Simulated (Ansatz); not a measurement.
A geometry relaxed with Ansatz (a program for electronic structure) with B3LYP-D3(BJ)/def2-TZVP, charge 1, multiplicity 1:

```xyz
10

H      0.8313    -1.7581     0.6129
H      1.7202     0.7021     0.9692
C      0.3764    -0.8314     0.2875
H      1.9585     0.2297    -0.7092
S      0.0593     1.6837    -0.4655
H     -2.2356     1.0253    -0.6061
H     -1.7090    -1.4222     0.1577
C     -0.9504    -0.6608     0.0510
C     -1.2453     0.6595    -0.3625
C      1.1947     0.3721     0.0649
```

Problem. Write the SMILES of this molecule.

Solution. `C1=CSC[CH+]1`
